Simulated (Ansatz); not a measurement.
Gas-phase electronic energies from Ansatz, PBE0-D4/def2-TZVP geometries. CCSD(T)/CBS adds triple-zeta CCSD(T) − MP2 to the extrapolated MP2 energy (def2 sets, frozen cores). This one scheme is used for every species. Functionals use def2-TZVPP. HSE06 is defined as in plane-wave codes. For Se outer-core shells are correlated without core-valence functions, which leaves a few kJ/mol of doubt a bond. Scalar relativity is left out up to krypton. Each species was taken in one conformer, which may not be the lowest.

Reaction (formal exchange of groups at the Se–Al bond): `[NH2][AlH][SeH]` + `C1=NC1` → `[SeH]C1=NC1` + `[NH2][AlH2]`

```json
{"level": "revPBE-D4", "ΔE (kJ/mol)": "123.0", "difference from CCSD(T)/CBS": "-22.9"}
{"level": "BLYP-D4", "ΔE (kJ/mol)": "122.4", "difference from CCSD(T)/CBS": "-23.5"}
{"level": "B97M-V", "ΔE (kJ/mol)": "122.4", "difference from CCSD(T)/CBS": "-23.5"}
{"level": "B2PLYP", "ΔE (kJ/mol)": "136.6", "difference from CCSD(T)/CBS": "-9.3"}
{"level": "PBE-QIDH", "ΔE (kJ/mol)": "143.2", "difference from CCSD(T)/CBS": "-2.7"}
{"level": "PBE", "ΔE (kJ/mol)": "128.8", "difference from CCSD(T)/CBS": "-17.1"}
{"level": "HSE06", "ΔE (kJ/mol)": "138.9", "difference from CCSD(T)/CBS": "-7.0"}
{"level": "SCS-MP2/def2-TZVPP", "ΔE (kJ/mol)": "136.4", "difference from CCSD(T)/CBS": "-9.5"}
{"level": "HF/CBS(def2)", "ΔE (kJ/mol)": "153.1", "difference from CCSD(T)/CBS": "7.2"}
{"level": "CCSD/CBS(def2)", "ΔE (kJ/mol)": "149.6", "difference from CCSD(T)/CBS": "3.7"}
{"level": "CCSD(T)/CBS", "ΔE (kJ/mol)": "145.9", "difference from CCSD(T)/CBS": "0"}
```

Largest T1 diagnostic among the species: 0.012.

Leaving LDA and LC-ωPBE aside and taking each functional with its dispersion term where it has one, the values, not all of them listed here, spread over 21.7 kJ/mol, from B97M-V to r2SCAN0-D4. In def2-TZVPP, CCSD(T) changes the Hartree–Fock value by −14.2 kJ/mol (the triples alone add −3.6 kJ/mol) and MP2 by −16.2 kJ/mol. From r2SCAN to r2SCAN0 (25 % exact exchange), in def2-TZVPP and without D4, ΔE moves by +7.3 kJ/mol.
